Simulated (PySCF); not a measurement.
Assignment exercise: C₆H₁₄P₂

Geometry (Å), atoms numbered from 1 in this order:
```xyz
22

C    -3.3597    0.6041   -0.6389
C    -2.0306   -0.0420   -0.3972
C    -1.9808   -1.0189    0.7338
P    -0.7603    0.3622   -1.4254
C     0.6511   -0.6765   -0.7846
P     1.3915    0.0307    0.7764
C     2.9658   -0.9466    0.7592
C     2.0487    1.6011    0.0576
H    -3.3193    1.2784   -1.4922
H    -4.1202   -0.1555   -0.8272
H    -3.6716    1.1711    0.2398
H    -1.9809   -2.0439    0.3563
H    -2.8495   -0.8967    1.3775
H    -1.0789   -0.8874    1.3326
H     1.4186   -0.7066   -1.5654
H     0.3141   -1.6971   -0.5876
H     3.4681   -0.8736   -0.2050
H     2.7460   -1.9904    0.9770
H     3.6225   -0.5644    1.5389
H     2.6865    2.0873    0.7942
H     2.6170    1.4125   -0.8526
H     1.2114    2.2601   -0.1679
```

- GFN2-xTB geometry
- GIAO PBE0/pcSseg-1 shieldings
- code: PySCF 2.14.0 with density-fitted response routines
- no relativistic terms, no solvent, one computed conformer, equivalent nuclei averaged

δ = σ(ref) − σ, references computed at the same level: $^{13}$C and $^{1}$H vs TMS.

Problem. Assign these signals to the numbered atoms. $^{13}$C{$^{1}$H} NMR (computed): δ 218.7, 38.2, 34.0, 28.5, 21.4.

Solution. 
| δ (ppm) | atoms | environment | reason |
| --- | --- | --- | --- |
| 218.7 | C2 | carbon double-bonded to a heavier main-group atom | – |
| 38.2 | C5 | sp3 CH2 bonded to 2 P | – |
| 34.0 | C1 | methyl carbon | saturated and bonded to C and H only |
| 28.5 | C3 | methyl carbon | – |
| 21.4 | C7/C8 | methyl carbon bonded to P | – |

Problem. Assign these signals to the numbered atoms. $^{1}$H NMR (300 MHz, computed): δ 2.75 (m, 3H), 2.46 (m, 3H), 1.94 (m, 2H), 1.11 (m, 6H).

Solution. 
2.75 → H12/H13/H14, hydrogen on a methyl carbon
2.46 → H9/H10/H11, hydrogen on a methyl carbon
1.94 → H15/H16, hydrogen on an sp3 CH2 bonded to 2 P
1.11 → H17/H18/H19/H20/H21/H22, hydrogen on a methyl carbon bonded to P

Splittings by $^{31}$P in the carbon and heteronuclear signals aren't shown, as no couplings were computed. Shifts are as computed. Against solution values, carbons near 30 ppm lie about +3 ppm off and those near 130 ppm about +5 ppm. Of 1211 compounds with measured shifts, 218 miss one by over three times the rms of a fit or turn the order of signals round; such compounds aren't used in these exercises. Multiplicities follow the n + 1 count of equivalent neighbours, as no J values were calculated; m marks all less simple cases, F and P coupling included.
